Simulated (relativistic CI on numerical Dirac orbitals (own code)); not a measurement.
Hyperfine structure of Te³¹⁺, mass number 125

Method of calculation: Dirac-Coulomb-Breit CI, KLI orbitals optimised for each configuration, QED by a radiative potential, unscaled Slater integrals (own radial code, finite nucleus).

Configuration list (outside the closed core [Ne]): 3s2 3p6 3d3, 3s2 3p5 3d4, 3s 3p6 3d4, 3s2 3p6 3d2 4s, 3s2 3p6 3d2 4p, 3s2 3p6 3d2 4d, 3s2 3p5 3d3 4s, 3s2 3p6 3d2 4f, 3s2 3p5 3d3 4p, 3s 3p6 3d3 4s, 3p6 3d4 4p, 3p6 3d5, 3p5 3d6, 3p5 3d5 4s, 3p6 3d4 4s, 3p5 3d4 4s2, 3s2 3p6 3d 4s2, 3s2 3p6 4s2 4p, 3s2 3p6 4s2 4d. Double excitations out of closed p, d and f shells are left out; levels of such configurations are missing from the list, as are those of other unlisted configurations, and high levels can miss mixing partners. These lack a partner that the ground configuration has and come out too high: 3s2 3p5 3d3 4p.

Nuclear spin I = 1/2, μ = -0.887 μN (tables of Stone and Pyykkö). The electronic factors are computed for point nuclear moments, without core polarisation or the Bohr-Weisskopf and QED corrections.

```
             Level   E (eV)  A (MHz)
3s2 3p6 3d3 4F_3/2   0.0000   -49460
3s2 3p6 3d3 4F_5/2   8.4589   -29470
3s2 3p6 3d3 4F_7/2  13.3260   -28740
3s2 3p6 3d3 4P_1/2  16.8728    17670
3s2 3p6 3d3 2G_7/2  24.1937   -28700
3s2 3p6 3d3 4P_5/2  25.4647   -13130
3s2 3p6 3d3 2H_9/2  25.5350   -26600
3s2 3p6 3d3 2P_1/2  30.8890     4093
```

Levels with J = 0, under 50 % of one LS term, or S terms without an open s electron are left out. Small factors come from cancelling terms and can be off by tens of per cent or more.

At this charge energies of transitions that change n are usually good to better than 1 %, and those within a shell (Δn = 0) to a few per cent. Terms inside the open d or f shell come out 10 to 20 % too wide with unscaled integrals.

Task: Give the hyperfine levels of 3s2 3p6 3d3 4F_3/2 relative to its centre of gravity.

Result: With K = F(F + 1) − I(I + 1) − J(J + 1), E = AK/2: F = 1: 61820, F = 2: -37090 MHz.

LS names give the leading component of a level, which can be under half, so a name can repeat, a term be missing and a line seem to break the LS rules.
